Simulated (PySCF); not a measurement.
## `N#C[C@H]1CC[C@@H]1[SiH2]O`, C$_{5}$H$_{9}$NOSi

Molfile (atoms numbered from 1):
```
C5H9NOSi
     RDKit          3D

 17 17  0  0  0  0  0  0  0  0999 V2000
   -0.5651    3.2463    1.1483 N   0  0  0  0  0  0  0  0  0  0  0  0
   -0.6321    2.1350    0.8802 C   0  0  0  0  0  0  0  0  0  0  0  0
   -0.6931    0.7592    0.4975 C   0  0  1  0  0  0  0  0  0  0  0  0
   -1.6389    0.4185   -0.6729 C   0  0  0  0  0  0  0  0  0  0  0  0
   -0.5028   -0.3579   -1.3478 C   0  0  0  0  0  0  0  0  0  0  0  0
    0.5029    0.2536   -0.3532 C   0  0  2  0  0  0  0  0  0  0  0  0
    1.7412   -0.8910    0.5090 Si  0  0  0  0  0  4  0  0  0  0  0  0
    0.7778   -1.9723    1.2508 O   0  0  0  0  0  0  0  0  0  0  0  0
   -0.8734    0.1393    1.3780 H   0  0  0  0  0  0  0  0  0  0  0  0
   -1.9401    1.3047   -1.2302 H   0  0  0  0  0  0  0  0  0  0  0  0
   -2.5253   -0.1526   -0.4036 H   0  0  0  0  0  0  0  0  0  0  0  0
   -0.6079   -1.4344   -1.2289 H   0  0  0  0  0  0  0  0  0  0  0  0
   -0.3287   -0.1334   -2.3983 H   0  0  0  0  0  0  0  0  0  0  0  0
    1.0231    1.1008   -0.8040 H   0  0  0  0  0  0  0  0  0  0  0  0
    2.5326   -0.1525    1.4923 H   0  0  0  0  0  0  0  0  0  0  0  0
    2.5963   -1.5484   -0.4798 H   0  0  0  0  0  0  0  0  0  0  0  0
    1.1265   -2.7029    1.7526 H   0  0  0  0  0  0  0  0  0  0  0  0
  1  2  3  0
  2  3  1  0
  3  4  1  0
  4  5  1  0
  5  6  1  0
  6  7  1  0
  7  8  1  0
  6  3  1  0
  3  9  1  1
  4 10  1  0
  4 11  1  0
  5 12  1  0
  5 13  1  0
  6 14  1  6
  7 15  1  0
  7 16  1  0
  8 17  1  0
M  END
```

Computed, not measured: TDDFT B3LYP/def2-SVPD circular dichroism and optical rotation, one conformer, gas phase in PySCF. Geometry: GFN2-xTB.

The molecule is flexible and this is one conformer; a measurement averages over conformers.

Stereocentres: C3 R, C6 S.

Q: Give the optical rotatory dispersion at 633, 589.3, 546, 436, 405, 365, 355 nm.

A: [α] in deg dm⁻¹ (g/mL)⁻¹:
```
λ (nm)  origin-invariant length gauge  modified velocity gauge  length gauge (centre of mass)  isotropic polarisability (au)
   633                         +163.2                   +165.3                         +163.2                           90.6
 589.3                         +191.6                   +193.9                         +191.6                           90.9
   546                         +228.0                   +230.8                         +227.9                           91.4
   436                         +390.7                   +395.2                         +390.7                           93.1
   405                         +471.5                   +476.8                         +471.5                           93.8
   365                         +623.1                   +629.7                         +623.2                           95.2
   355                         +673.5                   +680.5                         +673.6                           95.6
```

Q: And for the mirror image at 589.3 nm?

A: -191.6 deg dm⁻¹ (g/mL)⁻¹ (origin-invariant length gauge): the same size and the opposite sign.

Q: What is the molar rotation [Φ] = [α]·M/100 of the geometry above at 589.3 nm?

A: With M = 127.22 g/mol, +243.7 deg cm² dmol⁻¹ (origin-invariant length gauge).

The first excitation lies at 6.75 eV (184 nm) with R = +20.4 × 10⁻⁴⁰ esu² cm² (velocity form).
